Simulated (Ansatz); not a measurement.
CH4IO (SMILES [OH-].CI) (charge -1), singlet: a trajectory.

in.yaml

```yaml
crystal:
  periodic: [false, false, false]
  atoms:
    - {symbol: O, position_ang: [-0.912470, -0.197509, -1.747976]}
    - {symbol: H, position_ang: [-0.283137, 0.148254, -2.387793]}
    - {symbol: C, position_ang: [0.016359, -0.086173, 0.798375]}
    - {symbol: I, position_ang: [1.990232, 0.768379, 1.022301]}
    - {symbol: H, position_ang: [-0.620695, 0.538413, 1.425620]}
    - {symbol: H, position_ang: [-0.293687, -0.088441, -0.342999]}
    - {symbol: H, position_ang: [0.103400, -1.082924, 1.232372]}
basis:
  gaussian: {orbitals: def2-SVPD}
total_charge: -1
hamiltonian: {xc: pbe0, dispersion: d4}
md: {n_steps: 30, timestep: 0.75, temperature: 1000, ensemble: nve, seed: 892, initial_velocities: maxwell_boltzmann}
```

Command:

```bash
ansatz run in.yaml --threads 4 --pin off --events-out ev --progress --plain --max-ram 9574MiB
```

The run's output (Ansatz 0.2.0):

```
Functional definition: PBE0
  name "PBE0"
  cite "Adamo & Barone, J. Chem. Phys. 110, 6158 (1999) doi:10.1063/1.478522"
  cite "Perdew, Burke & Ernzerhof, Phys. Rev. Lett. 77, 3865 (1996) doi:10.1103/PhysRevLett.77.3865"
  parent pbe
  parameter a = 0.25
  parameter kappa = 0.804
  parameter beta = 0.06672455060314922
  exchange = (1 - a)*pbe_x(kappa = kappa, mu = beta*pi^2/3) + a*exact_x
  correlation = pbe_c(beta = beta)
1292 factors; integrals over basis functions are off by at most 3.5e-4 eV
mean field evaluation 1: about -11241.5583 eV, gradient 3.8e1 eV
mean field evaluation 2: about -11126.5695 eV, gradient 1.6e2 eV
mean field evaluation 4: about -11244.4848 eV, gradient 9.2e0 eV
mean field evaluation 8: about -11244.7432 eV, gradient 2.0e-1 eV
mean field evaluation 16: about -11244.7433 eV, gradient 2.6e-5 eV
mean field -11244.74332097 eV, -413.2366950847 hartree, gradient 2.6e-5 eV, S^2 0.000000; 0 other end points of the search recorded, 0 dependent functions left out
the calculation of the forces begins
reference -11244.74336169 eV, -413.2366965812 hartree; 22, 22 occupied and 88, 88 virtual orbitals, 1292 factors
md step     0: t =     0.00 fs  T =  1000.0 K  F+E_penalty+E_count = -11244.83518863 eV  E_kin = 0.646300 eV  conserved = -11244.18888864 eV  (27 SCF iters)
md step     1: t =     0.75 fs  T =   915.4 K  F+E_penalty+E_count = -11244.77633652 eV  E_kin = 0.591648 eV  conserved = -11244.18468870 eV  (31 SCF iters, 3 dispersion substeps)
md step     2: t =     1.50 fs  T =   730.2 K  F+E_penalty+E_count = -11244.64935359 eV  E_kin = 0.471908 eV  conserved = -11244.17744592 eV  (31 SCF iters, 3 dispersion substeps)
md step     3: t =     2.25 fs  T =   592.3 K  F+E_penalty+E_count = -11244.55789449 eV  E_kin = 0.382780 eV  conserved = -11244.17511421 eV  (31 SCF iters, 3 dispersion substeps)
md step     4: t =     3.00 fs  T =   555.6 K  F+E_penalty+E_count = -11244.53755893 eV  E_kin = 0.359059 eV  conserved = -11244.17849985 eV  (31 SCF iters, 3 dispersion substeps)
md step     5: t =     3.75 fs  T =   559.0 K  F+E_penalty+E_count = -11244.54234772 eV  E_kin = 0.361292 eV  conserved = -11244.18105614 eV  (31 SCF iters, 3 dispersion substeps)
md step     6: t =     4.50 fs  T =   543.7 K  F+E_penalty+E_count = -11244.53196568 eV  E_kin = 0.351424 eV  conserved = -11244.18054161 eV  (30 SCF iters, 3 dispersion substeps)
md step     7: t =     5.25 fs  T =   511.2 K  F+E_penalty+E_count = -11244.50964897 eV  E_kin = 0.330361 eV  conserved = -11244.17928792 eV  (30 SCF iters, 3 dispersion substeps)
md step     8: t =     6.00 fs  T =   486.0 K  F+E_penalty+E_count = -11244.49319510 eV  E_kin = 0.314109 eV  conserved = -11244.17908586 eV  (30 SCF iters, 3 dispersion substeps)
md step     9: t =     6.75 fs  T =   477.7 K  F+E_penalty+E_count = -11244.48828539 eV  E_kin = 0.308752 eV  conserved = -11244.17953312 eV  (30 SCF iters, 3 dispersion substeps)
md step    10: t =     7.50 fs  T =   484.7 K  F+E_penalty+E_count = -11244.49252485 eV  E_kin = 0.313292 eV  conserved = -11244.17923310 eV  (30 SCF iters, 3 dispersion substeps)
md step    11: t =     8.25 fs  T =   517.2 K  F+E_penalty+E_count = -11244.51283857 eV  E_kin = 0.334296 eV  conserved = -11244.17854283 eV  (30 SCF iters, 3 dispersion substeps)
md step    12: t =     9.00 fs  T =   587.9 K  F+E_penalty+E_count = -11244.55935669 eV  E_kin = 0.379949 eV  conserved = -11244.17940778 eV  (31 SCF iters, 3 dispersion substeps)
md step    13: t =     9.75 fs  T =   682.3 K  F+E_penalty+E_count = -11244.62189280 eV  E_kin = 0.440950 eV  conserved = -11244.18094290 eV  (31 SCF iters, 3 dispersion substeps)
md step    14: t =    10.50 fs  T =   769.7 K  F+E_penalty+E_count = -11244.67953429 eV  E_kin = 0.497462 eV  conserved = -11244.18207186 eV  (31 SCF iters, 3 dispersion substeps)
md step    15: t =    11.25 fs  T =   817.8 K  F+E_penalty+E_count = -11244.71226124 eV  E_kin = 0.528567 eV  conserved = -11244.18369462 eV  (31 SCF iters, 3 dispersion substeps)
md step    16: t =    12.00 fs  T =   791.8 K  F+E_penalty+E_count = -11244.69520293 eV  E_kin = 0.511717 eV  conserved = -11244.18348603 eV  (30 SCF iters, 3 dispersion substeps)
md step    17: t =    12.75 fs  T =   694.1 K  F+E_penalty+E_count = -11244.62929339 eV  E_kin = 0.448569 eV  conserved = -11244.18072448 eV  (27 SCF iters, 3 dispersion substeps)
md step    18: t =    13.50 fs  T =   578.6 K  F+E_penalty+E_count = -11244.55208416 eV  E_kin = 0.373973 eV  conserved = -11244.17811068 eV  (30 SCF iters, 3 dispersion substeps)
md step    19: t =    14.25 fs  T =   503.2 K  F+E_penalty+E_count = -11244.50225698 eV  E_kin = 0.325222 eV  conserved = -11244.17703463 eV  (30 SCF iters, 3 dispersion substeps)
md step    20: t =    15.00 fs  T =   493.6 K  F+E_penalty+E_count = -11244.49644505 eV  E_kin = 0.318995 eV  conserved = -11244.17745009 eV  (31 SCF iters, 3 dispersion substeps)
md step    21: t =    15.75 fs  T =   537.5 K  F+E_penalty+E_count = -11244.52691326 eV  E_kin = 0.347413 eV  conserved = -11244.17950000 eV  (30 SCF iters, 3 dispersion substeps)
md step    22: t =    16.50 fs  T =   584.9 K  F+E_penalty+E_count = -11244.56084634 eV  E_kin = 0.378004 eV  conserved = -11244.18284277 eV  (30 SCF iters, 3 dispersion substeps)
md step    23: t =    17.25 fs  T =   565.1 K  F+E_penalty+E_count = -11244.55011955 eV  E_kin = 0.365247 eV  conserved = -11244.18487277 eV  (30 SCF iters, 3 dispersion substeps)
md step    24: t =    18.00 fs  T =   451.0 K  F+E_penalty+E_count = -11244.47325200 eV  E_kin = 0.291499 eV  conserved = -11244.18175289 eV  (30 SCF iters, 3 dispersion substeps)
md step    25: t =    18.75 fs  T =   324.4 K  F+E_penalty+E_count = -11244.38529889 eV  E_kin = 0.209683 eV  conserved = -11244.17561569 eV  (31 SCF iters, 3 dispersion substeps)
md step    26: t =    19.50 fs  T =   312.2 K  F+E_penalty+E_count = -11244.37740378 eV  E_kin = 0.201807 eV  conserved = -11244.17559675 eV  (30 SCF iters, 3 dispersion substeps)
md step    27: t =    20.25 fs  T =   418.2 K  F+E_penalty+E_count = -11244.45215139 eV  E_kin = 0.270284 eV  conserved = -11244.18186741 eV  (30 SCF iters, 3 dispersion substeps)
md step    28: t =    21.00 fs  T =   520.1 K  F+E_penalty+E_count = -11244.52127830 eV  E_kin = 0.336110 eV  conserved = -11244.18516867 eV  (30 SCF iters, 3 dispersion substeps)
md step    29: t =    21.75 fs  T =   538.9 K  F+E_penalty+E_count = -11244.53118966 eV  E_kin = 0.348307 eV  conserved = -11244.18288313 eV  (31 SCF iters, 3 dispersion substeps)
md step    30: t =    22.50 fs  T =   509.5 K  F+E_penalty+E_count = -11244.50842892 eV  E_kin = 0.329307 eV  conserved = -11244.17912168 eV  (27 SCF iters, 3 dispersion substeps)
Total energy: -11244.50846939 eV, -413.2280644485 hartree
Atom 0 at    -0.990702    -0.227452    -1.707904 Å, force     0.333436     1.219215    -3.793980 eV/Å
Atom 1 at    -0.267220     0.323573    -2.141109 Å, force    -1.609216    -1.101793     0.804863 eV/Å
Atom 2 at    -0.014879    -0.127401     0.624478 Å, force     0.223815     2.063722    -0.189675 eV/Å
Atom 3 at     2.005683     0.774499     1.038277 Å, force     0.075306    -0.048298    -0.066820 eV/Å
Atom 4 at    -0.638204     0.730200     1.035211 Å, force     0.330415    -0.917408    -0.170868 eV/Å
Atom 5 at    -0.532607    -0.422268    -0.861166 Å, force     0.793320     0.099489     1.844580 eV/Å
Atom 6 at     0.012614    -0.920205     1.318951 Å, force    -0.147076    -1.314927     1.571900 eV/Å
Dipole moment:     0.874374     0.377455     0.564275 e Å

[the SCF lines of later steps are left out]
```

Hardware: 4 CPU threads of an Arm Neoverse V1, shared host. Wall time about 51 s.
